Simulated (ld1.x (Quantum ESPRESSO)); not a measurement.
# Reading a pseudo-wave (cobalt (Co))

Columns: radius, all-electron u(r) and pseudo u(r) of the 3p shell (level -84.69 eV) of cobalt in the configuration [Ne] 3s2 3p6 3d7 4s0 4p0; LDA (PZ), scalar-relativistic, TM scheme, ld1.x (Quantum ESPRESSO) 7.5.

| r (bohr) | all-electron | pseudo |
| --- | --- | --- |
| 0.045 | 0.2475 | -0.0128 |
| 0.090 | 0.5319 | -0.0508 |
| 0.135 | 0.6273 | -0.1124 |
| 0.180 | 0.5430 | -0.1952 |
| 0.225 | 0.3418 | -0.2961 |
| 0.270 | 0.0842 | -0.4107 |
| 0.315 | -0.1851 | -0.5343 |
| 0.360 | -0.4375 | -0.6613 |
| 0.405 | -0.6571 | -0.7855 |
| 0.450 | -0.8370 | -0.9008 |
| 0.495 | -0.9758 | -1.0013 |
| 0.540 | -1.0761 | -1.0825 |
| 0.585 | -1.1420 | -1.1411 |
| 0.630 | -1.1784 | -1.1763 |
| 0.675 | -1.1904 | -1.1892 |
| 0.720 | -1.1829 | -1.1825 |
| 0.765 | -1.1602 | -1.1601 |
| 0.810 | -1.1259 | -1.1259 |
| 0.855 | -1.0832 | -1.0832 |
| 0.900 | -1.0347 | -1.0347 |
| 0.945 | -0.9825 | -0.9825 |
| 0.990 | -0.9282 | -0.9282 |
| 1.035 | -0.8731 | -0.8731 |
| 1.080 | -0.8183 | -0.8183 |
| 1.125 | -0.7644 | -0.7644 |
| 1.170 | -0.7121 | -0.7121 |

Task: How many radial nodes do the two functions have?

Result: The all-electron 3p function has n − l − 1 = 1; the pseudo-wave has 0, since the states of the same l below it are removed with the core.

Task: At about which radius was the pseudo-wave matched?

Result: 0.85 bohr. The columns agree to 0.0005 from 0.72 bohr on; several derivatives are matched, so the curves merge somewhat inside the radius.

Task: Is the pseudo-wave norm-conserving?

Result: Yes: the TM scheme keeps the norm inside the radius equal to the all-electron one, which fixes the energy derivative of the logarithmic derivative at the level.
